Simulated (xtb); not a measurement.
HgI$_{2}$ (SMILES [I][Hg][I]), singlet, geometry from GFN2-xTB (such geometries of metal compounds can be far from the true shape), atoms displaced at random by about 0.05 Å a coordinate; xtb with GFN1-xTB.

Input for xtb:
```
$ xtb mol.xyz --gfn 1 --opt loose --json

# file mol.xyz
3

Hg     0.05414044     0.04831991     0.03921220
I     -0.05201104     0.01720307     2.56916067
I     -0.06252360     0.00211344    -2.53046369
```

It wrote (shortened):

```
   ID    Z sym.   atoms
    1   80 Hg     1
    2   53 I      2, 3

           -------------------------------------------------
          |                Calculation Setup                |
           -------------------------------------------------

           -------------------------------------------------
          |                 G F N 1 - x T B                 |
           -------------------------------------------------

          ...................................................
          :                      SETUP                      :
          :.................................................:
          :  # basis functions                  24          :
          :  # atomic orbitals                  22          :
          :  # shells                            8          :
          :  # electrons                        16          :
          :  # halogen bonds                     0          :
          :  max. iterations                   250          :
          :  Hamiltonian                  GFN1-xTB          :
          :  restarted?                      false          :
          :  GBSA solvation                  false          :
          :  PC potential                    false          :
          :  electronic temp.          300.0000000     K    :
          :  accuracy                    1.0000000          :
          :  -> integral cutoff          0.2500000E+02      :
          :  -> integral neglect         0.1000000E-07      :
          :  -> SCF convergence          0.1000000E-05 Eh   :
          :  -> wf. convergence          0.2000000E-04 e    :
          :  Broyden damping             0.4000000          :
          :  net charge                          0          :
          :  unpaired electrons                  0          :
          ...................................................

 iter      E             dE          RMSdq      gap      omega  full diag
   1     -8.8392615 -0.883926E+01  0.649E+00    5.06       0.0  T
   2     -8.8798446 -0.405831E-01  0.221E+00    5.51       1.0  T
   3     -8.8798960 -0.514648E-04  0.110E+00    5.53       1.0  T
   4     -8.8798698  0.262500E-04  0.119E-01    5.50       1.0  T
   5     -8.8799354 -0.656146E-04  0.796E-03    5.52       7.3  T
   6     -8.8799354 -0.720595E-09  0.227E-03    5.52      25.4  T
   7     -8.8799354 -0.733390E-09  0.704E-05    5.52     820.3  T
   8     -8.8799354 -0.836664E-12  0.146E-07    5.52  100000.0  T

[...]
         :: total energy              -8.857516967671 Eh    ::
 * total energy  :    -8.8575170 Eh     change        0.5329071E-14 Eh
 * total energy  :    -8.8524029 Eh     change        0.5114088E-02 Eh
 * total energy  :    -8.8597736 Eh     change       -0.7370725E-02 Eh
 * total energy  :    -8.8539093 Eh     change        0.5864284E-02 Eh
 * total energy  :    -8.8614282 Eh     change       -0.7518854E-02 Eh
 * total energy  :    -8.8614028 Eh     change        0.2535642E-04 Eh
 * total energy  :    -8.8618283 Eh     change       -0.4254514E-03 Eh
 * total energy  :    -8.8618415 Eh     change       -0.1321436E-04 Eh
   *** GEOMETRY OPTIMIZATION CONVERGED AFTER 8 ITERATIONS ***
         :: total energy              -8.861841484445 Eh    ::
[...]
      -------------------------------------------------------------
                  HL-Gap            0.1822061 Eh            4.9581 eV
             Fermi-level           -0.3318709 Eh           -9.0307 eV

  Mulliken/CM5 charges         n(s)   n(p)   n(d)
     1Hg    0.10396  0.15228   1.255  0.641  0.000
     2I    -0.05162 -0.07591   1.990  5.066 -0.004
     3I    -0.05234 -0.07637   1.990  5.066 -0.004

Wiberg/Mayer (AO) data.
largest (>0.10) Wiberg bond orders for each atom

 ---------------------------------------------------------------------------
     #   Z sym  total        # sym  WBO       # sym  WBO       # sym  WBO
 ---------------------------------------------------------------------------
     1  80 Hg   2.073 --     2 I    1.038     3 I    1.035
     2  53 I    1.291 --     1 Hg   1.038     3 I    0.254
     3  53 I    1.289 --     1 Hg   1.035     2 I    0.254
 ---------------------------------------------------------------------------

Topologies differ in total number of bonds
Writing topology from bond orders to xtbtopo.mol

 dipole moment from electron density (au)
     X       Y       Z
   0.0047   0.0016   0.0054  total (Debye):    0.019

           -------------------------------------------------
          |                Geometry Summary                 |
           -------------------------------------------------

      molecular mass/u    :      454.4081108
   center of mass at/Å    :       -0.0191585       0.0228832       0.0262055
  moments of inertia/u·Å² :        0.1015567E-01   0.1771814E+04   0.1771825E+04
rotational constants/cm⁻¹ :        0.1659924E+04   0.9514333E-02   0.9514278E-02

 * 2 selected distances

     #   Z          #   Z                                           value/Å
     1  80 Hg       2  53 I                                       2.6399539 (min)
     1  80 Hg       3  53 I                                       2.6443576 (max)

 * 1 distinct bonds (by element types)

   Z      Z             #   av. dist./Å        max./Å        min./Å
  53 I   80 Hg          2     2.6421557     2.6443576     2.6399539

optimized geometry written to: xtbopt.xyz

           -------------------------------------------------
          | TOTAL ENERGY               -8.861841484445 Eh   |
          | GRADIENT NORM               0.001323704319 Eh/α |
          | HOMO-LUMO GAP               4.958079779603 eV   |
           -------------------------------------------------

normal termination of xtb
```
